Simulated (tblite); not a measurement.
`C([CH2])#CCC(C(F)(F)F)=O` [radical] (doublet state). Structure optimised with GFN2-xTB, isolated species. This method treats the open shell by occupation alone, without spin polarisation.

```
atom  x, y, z in Å
C1     2.7857    0.4284   -0.6123
C2     1.6865   -0.1874   -0.1517
C3     0.7073   -0.8041    0.2580
C4    -0.5276   -1.3303    0.7876
C5    -1.1732   -0.0013    1.1046
O6    -1.2067    0.5257    2.1846
C7    -1.6952    0.7630   -0.1435
F8    -2.8525    1.3744    0.1192
F9    -0.8289    1.7048   -0.5469
F10   -1.9090   -0.0390   -1.1986
H11    3.6048    0.6531    0.0471
H12    2.8576    0.7243   -1.6435
H13   -1.0815   -1.9119    0.0497
H14   -0.3679   -1.9001    1.7036
```

(1) Where is the centre of mass (commonest isotopes), and what is the radius of gyration?

(2) Which two atoms are farthest apart?

(3) Give the dihedral angles C4–C5–C7–F9, C3–C4–C5–O6, O6–C5–C7–F9.

(4) How far are the heavy atoms from their best plane (unweighted least squares)?

(5) What is the repulsion energy of the bare nuclei, Σ ZA·ZB/RAB?

(6) What are the angles H11–C1–H12, C2–C1–H12, C3–C4–H13, H13–C4–H14, C3–C4–H14, C5–C7–F9, C5–C7–F10?

(7) Write the matrix of distances between heavy atoms (Å, lower triangle).

Answers

(1) Mass 149.021 u; centre at (-0.665, 0.336, 0.128) Å; Rg = √(Σ m r²/M) = 2.122 Å. As Ia + Ib + Ic = 2 Σ m r², the three principal moments sum to 1341.6 u·Å².

(2) F8···H11, 6.50 Å; the next longest distance is 6.01 Å.

(3) C4–C5–C7–F9 -99° (anticlinal); C3–C4–C5–O6 -99° (anticlinal); O6–C5–C7–F9 75° (synclinal). Dihedral signs follow IUPAC: positive where, seen along the central bond, the front bond turns clockwise onto the rear one.

(4) 0.711 Å rms; C1 0.51, C2 0.01, C3 0.50, C4 0.92, C5 0.15, O6 1.16, C7 0.06, F8 0.29, F9 0.68, F10 1.33 Å (magnitudes).

(5) 533.51 Eh over 91 pairs, with full nuclear charges and distances in bohr; the largest single term is 21.41 Eh (C7 with F8).

(6) From the scalar product of the two bond vectors; for H11–C1–H12 it is -0.5546 Å² over 1.0753 × 1.0752 Å², cos θ = -0.4797. H11–C1–H12 118.7°; C2–C1–H12 120.7°; C3–C4–H13 112.4°; H13–C4–H14 111.3°; C3–C4–H14 111.9°; C5–C7–F9 111.7°; C5–C7–F10 113.0°.

(7) 
```
C1    0.000
C2    1.341  0.000
C3    2.568  1.228  0.000
C4    4.004  2.663  1.443  0.000
C5    4.337  3.129  2.213  1.511  0.000
O6    4.876  3.786  3.024  2.420  1.202  0.000
C7    4.518  3.513  2.896  2.571  1.554  2.391  0.000
F8    5.764  4.808  4.176  3.629  2.384  2.774  1.335  0.000
F9    3.834  3.172  3.050  3.329  2.399  2.999  1.342  2.156  0.000
F10   4.754  3.748  3.091  2.742  2.418  3.501  1.342  2.150  2.152  0.000
```

Its GFN2-xTB frequencies are all real (lowest 20 cm⁻¹).

On one thread of an Arm Neoverse V1, shared host with 32 logical CPUs at a one-minute load of 8.9, this took 0.48 s. This is the geometry optimisation.

One conformer stands for the species.

The numbers are calculated, not measured.
